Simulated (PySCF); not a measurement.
Radial density of I⁺ (iodine, charge +1)

BP86, [Kr] 4d10 5s1 5p4 6s1, high-spin 5P determinant (an excited configuration). Calculation: PySCF 2.14, in aug-cc-pVTZ-PP with one added diffuse shell each of d, f type with ECP28MDF (6s5p5d3f, 67 functions); scalar relativity through the core potential. This is the valence pseudo-density: the core potential removes the inner electrons and smooths the orbitals near the nucleus.

| r (bohr) | 4πr²ρ (e/bohr) | 4πr²(ρα − ρβ) |
| --- | --- | --- |
| 0.00215 | 1.339e-05 | 0.0000 |
| 0.00362 | 3.689e-05 | 0.0000 |
| 0.00608 | 9.727e-05 | 0.0000 |
| 0.0102 | 0.0002312 | 0.0000 |
| 0.0172 | 0.0004637 | 0.0001 |
| 0.0289 | 0.0008099 | 0.0001 |
| 0.0487 | 0.001280 | 0.0001 |
| 0.0819 | 0.003586 | 0.0002 |
| 0.138 | 0.02654 | 0.0006 |
| 0.232 | 0.3474 | 0.0077 |
| 0.390 | 5.504 | 0.1616 |
| 0.655 | 26.47 | 0.4056 |
| 1.10 | 13.27 | 0.3419 |
| 1.85 | 3.922 | 1.9913 |
| 3.12 | 1.081 | 0.6530 |
| 5.25 | 0.2382 | 0.2257 |
| 8.82 | 0.008821 | 0.0088 |

Energies and moments cover only the electrons outside the core potential. The outer electron is Rydberg-like, and this basis confines it to a smaller radius and binds it less than a complete one would.
